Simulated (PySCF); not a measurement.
Write Cartesian coordinates for InChI=1S/H8O2Si3/c3-1-5-2-4/h5H2,3-4H3 as optimised with GFN2-xTB.

```xyz
13
H8O2Si3 angstrom
Si    -2.1158    0.2638    0.2469
O     -1.2655   -0.3759   -0.9747
Si     0.1371   -0.7069   -1.7067
O      1.3849   -0.2510   -0.7863
Si     1.9961    0.3460    0.5902
H     -1.5872   -0.2388    1.5160
H     -1.9991    1.7208    0.1777
H     -3.4746   -0.2022   -0.0169
H      0.1971    0.0983   -2.9163
H      0.2041   -2.1534   -1.8421
H      3.4121    0.5175    0.2759
H      1.3311    1.6127    0.8997
H      1.7753   -0.6305    1.6576
```

Any rigid rotation of these coordinates is as good. Atoms count from 1 in this order. All 4 O–Si bonds measure 1.616 to 1.620 Å. Of the pairs four or more bonds apart, Si1···Si5 is among the closest relative to their van der Waals radii: 4.13 Å, 98 % of the sum of Bondi's values. Si1 (oxygen-bound silicon) is distorted tetrahedral (angles from 103.1° to 112.5°). Si3 (oxygen-bound silicon) is distorted tetrahedral (angles from 106.6° to 118.1°).

Bonds between heavy atoms (Å): Si1–O2 1.620, O2–Si3 1.616, Si3–O4 1.616, O4–Si5 1.620.

Computed geometry: GFN2-xTB, gas phase.

Point group: C2 (every atom within 0.08 Å of its image). Not checked by GFN2-xTB frequencies. The numbers are those of one conformer (Si1–O2–Si3–O4 5°, O2–Si3–O4–Si5 5°).
